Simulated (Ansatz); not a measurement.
Zn10O10. The state is a singlet with charge 0. Geometry r2SCAN-D4/def2-SVP, basis def2-SVP, Ansatz.

Cartesian coordinates in Å:
```
Zn -0.415 3.570 -0.964
Zn 1.289 -3.247 1.442
Zn 0.570 1.234 -2.025
Zn -1.039 -3.330 1.272
Zn -2.795 -1.186 -0.969
Zn -2.137 1.142 -2.050
Zn 2.382 0.101 -0.039
Zn 1.488 2.536 0.699
Zn 1.049 -0.448 2.219
Zn -0.074 -1.603 -0.626
O -1.763 -2.492 -0.257
O -0.596 -0.227 -1.803
O 1.606 -1.588 0.315
O -0.448 -1.749 2.483
O 0.902 -2.156 3.122
O -0.903 2.535 -2.368
O -3.641 0.243 -1.598
O 2.008 1.019 1.686
O 2.108 1.644 -1.066
O 0.408 4.003 0.529
```

```csv
run,HOMO (eV),LUMO (eV)
A,-5.17,-2.83
B,-5.44,-2.54
C,-5.09,-3.02
D,-5.77,-2.22
```

Single mean-field runs in def2-SVP are fitted with def2-universal-jkfit. The structure holds 1 bond(s) between oxygen atoms. Another isomer (singlet) lies 1.91 eV lower at PBE0-D4/def2-TZVP; other spin states weren't run for this one.

Question: The runs used PBE, PBE0, r2SCAN, r2SCANh. Estimate which is which.

Answer: A r2SCAN (0 % exact exchange); B r2SCANh (10 % exact exchange); C PBE (0 % exact exchange); D PBE0 (25 % exact exchange). Exact exchange lowers occupied and raises empty levels; among semilocal functionals meta-GGAs tend to open the gap a little, and such runs are hard to tell apart. The gap grows from 2.07 eV (PBE) to 3.55 eV (PBE0). The restricted singlet is unstable towards broken spin symmetry in Hartree–Fock (as tested in another run); at r2SCAN-D4/def2-SVP, r2SCANh-D4/def2-SVP, PBE0-D4/def2-SVP this wasn't settled.
